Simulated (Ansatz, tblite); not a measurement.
Isomers of Si₃Ge₃ (singlet), found by a short tight-binding search and relaxed with PBE0-D4/def2-SVP in Ansatz.

The xTB rows come from tblite. B3LYP takes the VWN-RPA correlation. Correlated methods freeze 42 core orbitals; core or outer-core shells of Ge are correlated, in sets that lack core-valence functions.

Run but left out: HF/def2-SVP (A: restricted singlet, unstable towards broken spin symmetry).

A: The restricted singlet is unstable towards broken spin symmetry in Hartree–Fock (as tested in another run); at PBE-D4/def2-TZVP, BLYP-D4/def2-TZVP, r2SCAN-D4/def2-TZVP, B3LYP-D4/def2-TZVP and others this wasn't settled. At CCSD(T)/def2-SVP T1 of the charge 0 singlet is large (up to 0.027), so the single-reference result is doubtful. At CCSD(T)/def2-SVP the restricted singlet (for correlated methods, its reference) is unstable: a solution with broken spin symmetry lies lower. B: The restricted singlet is unstable towards broken spin symmetry in Hartree–Fock (as tested in another run); at BLYP-D4/def2-TZVP, r2SCAN-D4/def2-TZVP, B3LYP-D4/def2-TZVP, PBE0-D4/def2-TZVP this wasn't settled. At CCSD(T)/def2-SVP the restricted singlet (for correlated methods, its reference) is unstable: a solution with broken spin symmetry lies lower. C: The restricted singlet is unstable towards broken spin symmetry in Hartree–Fock (as tested in another run); at PBE-D4/def2-TZVP, BLYP-D4/def2-TZVP, r2SCAN-D4/def2-TZVP, B3LYP-D4/def2-TZVP and others this wasn't settled. At CCSD(T)/def2-SVP T1 of the charge 0 singlet is large (up to 0.026), so the single-reference result is doubtful. At CCSD(T)/def2-SVP the restricted singlet (for correlated methods, its reference) is unstable: a solution with broken spin symmetry lies lower.

Other spin states weren't relaxed.

A:

```xyz
6

Si   -0.302    0.462    0.567
Si   -0.203    2.504   -0.472
Si    0.793   -0.981   -1.281
Ge   -0.104   -2.086    0.645
Ge   -0.789    0.718   -1.920
Ge    0.606   -0.618    2.463
```

B:

```xyz
6

Si    1.236   -1.412   -0.373
Si    1.557    0.662    0.899
Si   -0.498   -0.594    1.096
Ge    0.232    0.734   -1.248
Ge   -1.053    1.721    0.682
Ge   -1.474   -1.111   -1.055
```

C:

```xyz
6

Si   -0.271   -0.658    0.184
Si    1.928   -0.256   -0.798
Si    0.593    1.639   -0.608
Ge   -2.326   -0.136    1.236
Ge    0.590   -2.046   -1.550
Ge   -0.515    1.457    1.535
```

Q: Estimate their order by electronic energy at PBE0-D4/def2-TZVP, counted from the lowest.

A: B (0.0) < C (39.0) < A (42.6), in kcal/mol.

Q: Do the other levels pick the same lowest one?

A: Not GFN1-xTB. Energies above each level's lowest (kcal/mol):

| level | A | B | C |
| --- | --- | --- | --- |
| GFN1-xTB | 0.0 | 9.9 | 0.0 |
| GFN2-xTB | 7.6 | 0.0 | 8.3 |
| PBE-D4/def2-TZVP | 38.4 | 0.0 | 34.4 |
| BLYP-D4/def2-TZVP | 30.9 | 0.0 | 27.1 |
| r2SCAN-D4/def2-TZVP | 39.4 | 0.0 | 35.5 |
| B3LYP-D4/def2-TZVP | 34.9 | 0.0 | 31.4 |
| PBE0-D4/def2-TZVP | 42.6 | 0.0 | 39.0 |
| MP2/def2-SVP | 56.1 | 0.0 | 52.9 |
| CCSD/def2-SVP | 40.7 | 0.0 | 39.1 |
| CCSD(T)/def2-SVP | 40.6 | 0.0 | 38.7 |
Point groups (tolerance 0.1 Å): A not assigned, B Cs, C not assigned. Lower isomers may exist.
